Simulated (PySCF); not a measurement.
Single point on RbF⁻

State: ²Σ⁺ (doublet), unpaired electrons σ ↑.

An equivalent input (the run itself took its basis sets from the Basis Set Exchange, started from a PBE0 density and held the occupation σ 6α 5β, πx 2α 2β, πy 2α 2β):

```python
from pyscf import gto, scf, cc
mol = gto.M(atom='Rb 0 0 0; F 0 0 2.454', basis={'Rb': 'def2-SVPD', 'F': 'def2-SVPD'}, ecp={'Rb': 'def2-SVPD'},
            charge=-1, spin=1, verbose=4, symmetry='C2v')
mf = scf.UHF(mol)
mf.irrep_nelec = {'A1': (6, 5), 'B1': (2, 2), 'B2': (2, 2)}
mf.conv_tol = 1e-9
mf.max_cycle = 60
mf.diis_space = 10
mf.kernel()
mycc = cc.CCSD(mf, frozen=[[0], [0]])
mycc.run(conv_tol=1e-7, conv_tol_normt=1e-5, max_cycle=80, diis_space=8)
et = mycc.ccsd_t()
```

The SCF ended at -123.21490007 hartree. The coupled-cluster part of the log:

```
******** <class 'pyscf.cc.uccsd.UCCSD'> ********
CC2 = 0
CCSD nocc = (9, 8), nmo = (49, 49)
frozen orbitals [[0], [0]]
max_cycle = 80
direct = 0
conv_tol = 1e-07
conv_tol_normt = 1e-05
diis_space = 8
diis_start_cycle = 0
diis_start_energy_diff = 1e+09
Init t2, MP2 energy = -0.276198538136277
Init E_corr(UCCSD) = -0.276198538142296
cycle = 1  E_corr(UCCSD) = -0.271122342311044  dE = 0.00507619583  norm(t1,t2) = 0.0975296
cycle = 2  E_corr(UCCSD) = -0.280385618875227  dE = -0.00926327656  norm(t1,t2) = 0.0364168
cycle = 3  E_corr(UCCSD) = -0.279491395470431  dE = 0.000894223405  norm(t1,t2) = 0.0278705
cycle = 4  E_corr(UCCSD) = -0.280638030460661  dE = -0.00114663499  norm(t1,t2) = 0.0127911
cycle = 5  E_corr(UCCSD) = -0.280899879040806  dE = -0.00026184858  norm(t1,t2) = 0.00642678
cycle = 6  E_corr(UCCSD) = -0.280632723045241  dE = 0.000267155996  norm(t1,t2) = 0.00364042
cycle = 7  E_corr(UCCSD) = -0.28061011430308  dE = 2.26087422e-05  norm(t1,t2) = 0.00134865
cycle = 8  E_corr(UCCSD) = -0.280646437242357  dE = -3.63229393e-05  norm(t1,t2) = 0.000656195
cycle = 9  E_corr(UCCSD) = -0.280654585513664  dE = -8.14827131e-06  norm(t1,t2) = 0.000257535
cycle = 10  E_corr(UCCSD) = -0.280655278166662  dE = -6.92652998e-07  norm(t1,t2) = 0.00011441
cycle = 11  E_corr(UCCSD) = -0.28065405697832  dE = 1.22118834e-06  norm(t1,t2) = 4.57627e-05
cycle = 12  E_corr(UCCSD) = -0.280653149069068  dE = 9.07909252e-07  norm(t1,t2) = 2.25306e-05
cycle = 13  E_corr(UCCSD) = -0.280653253733217  dE = -1.04664148e-07  norm(t1,t2) = 8.31908e-06
cycle = 14  E_corr(UCCSD) = -0.28065320918823  dE = 4.45449866e-08  norm(t1,t2) = 4.10771e-06
UCCSD converged
E(UCCSD) = -123.495553276127  E_corr = -0.2806532091882299
UCCSD(T) correction = -0.00632516238790403
```

T1 diagnostic 0.022, D1 0.086, 17 electrons correlated.

Repeating this along the bond gives Re = 2.477 Å and ωe = 293 cm⁻¹.

A point of this curve took 6.1 CPU seconds beside 0.076 for the integrals, on Intel Xeon 6975P-C (shared host).

Correlated steps freeze 1 core orbital. Spin–orbit coupling is left out. The state was picked by a PBE0 search and need not be the measured ground state.
